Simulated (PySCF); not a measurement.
C2H8Si2 (SMILES C1[SiH2]C[SiH2]1), singlet, at a GFN2-xTB geometry. Base run: PBE/STO-3G run with PySCF.

Input for PySCF:
```python
from pyscf import gto, scf, dft

mol = gto.Mole()
mol.atom = '''
    C     0.25209438    0.38514971    1.24640713
    Si    1.34551195   -0.26633688   -0.18984983
    C    -0.25362570   -0.39526463   -1.24292497
    Si   -1.34479007    0.27110514    0.18820832
    H     0.49999714    1.38792267    1.58498194
    H     0.25076462   -0.24475418    2.13240670
    H     2.32827527    0.69774529   -0.69174618
    H     2.00712496   -1.54626746    0.07700294
    H    -0.25648887    0.22053274   -2.13870826
    H    -0.50035246   -1.40385890   -1.56485572
    H    -1.98651303    1.55971117   -0.08540501
    H    -2.34372596   -0.67709734    0.68841186
'''
mol.basis = 'sto-3g'
mol.verbose = 4
mol.symmetry = True
mol.build()

mf = dft.RKS(mol)
mf.xc = 'pbe'
mf.kernel()
mf.analyze()
```

Each row names what was changed in the base input (with any setting that the change needs).

| change | ΔE vs base (eV) | point group used | SCF cycles | outcome |
|---|---|---|---|---|
| base | 0.00 | C2v | 8 | converged |
| symmetry = off | 0.00 | C1 | 8 | converged |
| symmetry_subgroup = Cs | 0.00 | Cs | 8 | converged |
| irrep_nelec = A1:22 A2:4 B1:8 B2:14 | - | - | 32 | not converged |
| symmetry_subgroup = C2 | 0.00 | C2 | 8 | converged |
| irrep_nelec = A1:20 A2:4 B1:8 B2:16 | 24.87 | C2v | 9 | converged |
| irrep_nelec = A1:18 A2:4 B1:12 B2:14 | 25.17 | C2v | 11 | converged |
| irrep_nelec = A1:20 A2:2 B1:10 B2:16 | 24.61 | C2v | 8 | converged |
